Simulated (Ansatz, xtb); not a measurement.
## Relaxing a trial structure of F2OSiSn

The starting geometry of this gas-phase singlet was built from a drawn formula by distance geometry and a force field; its bonds are those of `[O]=[Sn]([F])[Si]F`.

```xyz
5

F     0.3019   -0.2871    1.1375
F     1.9536   -1.6987   -2.2967
O    -1.6302    1.4564   -0.7687
Si    0.7904   -0.6238   -2.7223
Sn   -0.3217    0.2447   -0.6802
```

Predict what it relaxes into with r2SCAN-D4/def2-SVP.

It keeps its links, though one stretches towards breaking, and is `[O]=[Sn]([F])[Si]F`. Distances that change by over a tenth: Si4–Sn5 (2.48 → 2.76 Å).

The energy falls by 0.46 eV over 11 steps:

| step | E − E(last) (eV) |
| --- | --- |
| 1 | 0.457 |
| 2 | 0.083 |
| 3 | 0.081 |
| 4 | 0.063 |
| 5 | 0.051 |
| 7 | 0.011 |
| 8 | 0.005 |
| 9 | 0.001 |
| 10 | 0.000 |
| 11 | 0.000 |

Final geometry (Å):

```xyz
5

F     0.4402   -0.4239    0.7682
F     1.9078   -1.6653   -1.9497
O    -1.7923    1.5688   -0.4314
Si    0.9563   -0.7628   -2.9085
Sn   -0.4180    0.3749   -0.8090
```

From the same start GFN2-xTB ends elsewhere, differing in F1–Si4 (1.61 against 3.73 Å here), F1–Sn5 (3.36 against 1.97 Å here).

No frequencies were run, so the end isn't proven a minimum. Atoms past krypton carry core potentials, without spin–orbit terms. Run with Ansatz 0.2.0, 47 s on 1 thread of Arm Neoverse V2, on a shared host.
